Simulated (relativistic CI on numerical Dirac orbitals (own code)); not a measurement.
**Forbidden transitions in In10+**

Computed by Dirac-Coulomb-Breit CI, orbitals from a KLI potential per configuration, QED by a radiative potential, unscaled Slater integrals (own radial code, finite nucleus).

CI space (outside the closed core [Ar] 3d10): 4s²4p⁶4d³, 4s²4p⁵4d⁴, 4s²4p⁶4d²4f, 4s²4p⁶4d²5s, 4s4p⁶4d⁴, 4s²4p⁶4d²5p, 4s²4p⁶4d4f5s, 4s²4p⁶4d5s5p, 4s²4p⁶4d²5d, 4s4p⁶4d³4f, 4s²4p⁶4d4f², 4s²4p⁶4f³, 4s²4p⁶4f²5s, 4s²4p⁶4f²5p, 4s²4p⁶4f²5d, 4s²4p⁶4d5s², 4s²4p⁶4f5s², 4s²4p⁶5s²5p, 4s²4p⁶5s²5d, 4p⁶4d⁵, 4p⁵4d⁶, 4s²4p⁶4d4f5p, 4s²4p⁶4f5s5p, 4s²4p⁶4f5p², 4s²4p⁶4f5p5d, 4s²4p⁶4d5p², 4s²4p⁶5s5p², 4s²4p⁶5p³, 4s²4p⁶5p²5d. Double excitations out of closed p, d and f shells are left out; levels of such configurations are missing from the list, as are those of other unlisted configurations, and high levels can miss mixing partners. These lack a partner that the ground configuration has and come out too high: 4s4p⁶4d³4f.

```
λ vac (Å)                 Lower                  Upper  Type   A (s⁻¹)        gf  Branching (%)
   1317.3   4s²4p⁶4d³ ⁴F7/2 [3]   4s²4p⁶4d³ ²D5/2 [18]    M1  1.25e+01  1.95e-08            6.5
   1545.0   4s²4p⁶4d³ ⁴P3/2 [5]   4s²4p⁶4d³ ²D3/2 [19]    M1  1.67e+01  2.40e-08           12.3
   1730.3   4s²4p⁶4d³ ⁴F3/2 [1]   4s²4p⁶4d³ ²F5/2 [17]    M1  9.72e+00  2.62e-08           40.9
   1768.8   4s²4p⁶4d³ ²G7/2 [8]   4s²4p⁶4d³ ²D3/2 [19]    E2  1.91e+01  3.58e-08           14.0
   1772.3   4s²4p⁶4d³ ⁴P5/2 [7]   4s²4p⁶4d³ ²D5/2 [18]    M1  5.74e+01  1.62e-07           30.0
   1946.8  4s²4p⁶4d³ ²D3/2 [10]   4s²4p⁶4d³ ²D5/2 [18]    M1  4.01e+01  1.37e-07           21.0
   2286.4  4s²4p⁶4d³ ²D5/2 [12]   4s²4p⁶4d³ ²D3/2 [19]    M1  3.29e+01  1.03e-07           24.2
   2313.8   4s²4p⁶4d³ ⁴F9/2 [4]   4s²4p⁶4d³ ²F7/2 [16]    M1  1.29e+01  8.28e-08           42.5
   2334.9   4s²4p⁶4d³ ⁴F5/2 [2]   4s²4p⁶4d³ ²P3/2 [15]    M1  1.83e+01  5.99e-08           24.6
   2658.9   4s²4p⁶4d³ ⁴F5/2 [2]   4s²4p⁶4d³ ²D5/2 [12]    M1  6.45e+00  4.10e-08           11.7
   2901.4   4s²4p⁶4d³ ⁴F7/2 [3]   4s²4p⁶4d³ ²H9/2 [14]    M1  5.57e+00  7.03e-08           13.0
   2939.6   4s²4p⁶4d³ ⁴F3/2 [1]   4s²4p⁶4d³ ²D3/2 [10]    M1  2.00e+01  1.03e-07           25.2
   3053.9   4s²4p⁶4d³ ⁴F7/2 [3]   4s²4p⁶4d³ ²D5/2 [12]    M1  3.82e+01  3.20e-07           69.3
   3346.8   4s²4p⁶4d³ ⁴F9/2 [4]   4s²4p⁶4d³ ²H9/2 [14]    M1  5.58e+00  9.37e-08           13.0
   3400.1   4s²4p⁶4d³ ⁴F5/2 [2]   4s²4p⁶4d³ ²D3/2 [10]    M1  3.32e+01  2.30e-07           41.9
   3557.9  4s²4p⁶4d³ ²F7/2 [16]   4s²4p⁶4d³ ²D5/2 [18]    M1  1.77e+01  2.01e-07            9.2
   3589.6   4s²4p⁶4d³ ²G7/2 [8]   4s²4p⁶4d³ ²F7/2 [16]    M1  1.04e+01  1.61e-07           34.3
   3624.2  4s²4p⁶4d³ ²F5/2 [17]   4s²4p⁶4d³ ²D5/2 [18]    M1  2.96e+01  3.50e-07           15.5
   4030.4   4s²4p⁶4d³ ⁴F5/2 [2]    4s²4p⁶4d³ ²G7/2 [8]    M1  1.98e+01  3.85e-07           62.5
   4568.7   4s²4p⁶4d³ ⁴F7/2 [3]    4s²4p⁶4d³ ²G9/2 [9]    M1  1.23e+01  3.86e-07           40.2
   5013.2   4s²4p⁶4d³ ⁴F7/2 [3]    4s²4p⁶4d³ ²G7/2 [8]    M1  1.17e+01  3.51e-07           36.9
   5412.2   4s²4p⁶4d³ ⁴P5/2 [7]   4s²4p⁶4d³ ²P3/2 [15]    M1  1.84e+01  3.23e-07           24.7
   5780.0   4s²4p⁶4d³ ⁴F9/2 [4]    4s²4p⁶4d³ ²G9/2 [9]    M1  1.83e+01  9.17e-07           59.6
   6887.6   4s²4p⁶4d³ ²G7/2 [8]   4s²4p⁶4d³ ²H9/2 [14]    M1  1.61e+01  1.14e-06           37.4
   6971.8   4s²4p⁶4d³ ⁴P1/2 [6]   4s²4p⁶4d³ ²P1/2 [11]    M1  2.89e+01  4.21e-07           94.9
   7452.7  4s²4p⁶4d³ ²D3/2 [10]   4s²4p⁶4d³ ²P3/2 [15]    M1  2.10e+01  7.00e-07           28.2
   7819.7   4s²4p⁶4d³ ⁴P3/2 [5]   4s²4p⁶4d³ ²D3/2 [10]    M1  2.00e+01  7.32e-07           25.2
   7950.3   4s²4p⁶4d³ ²G9/2 [9]   4s²4p⁶4d³ ²H9/2 [14]    M1  1.57e+01  1.49e-06           36.5
   8714.5   4s²4p⁶4d³ ²G9/2 [9]  4s²4p⁶4d³ ²H11/2 [13]    M1  7.81e+00  1.07e-06           78.8
  20557.3   4s²4p⁶4d³ ⁴F5/2 [2]    4s²4p⁶4d³ ⁴F7/2 [3]    M1  4.72e+00  2.39e-06          100.0
```

Terms are leading LS components. Brackets give the number of a level in order of energy, since labels repeat. The list gives strong lines, with weight on those to low levels, among the lowest 200 of 1859 levels, so that lines to higher ones, which can be the strongest, are missing. Levels whose partners in the same complex of configurations lie outside the list can be far off, and so can their lines. Rates are taken at the computed energies, electric ones in the length gauge.

At this charge energies of transitions that change n are usually good to better than 1 %, and those within a shell (Δn = 0) to a few per cent. Terms inside the open d or f shell come out 10 to 20 % too wide with unscaled integrals.

LS names give the leading component of a level, which can be under half, so a name can repeat, a term be missing and a line seem to break the LS rules.
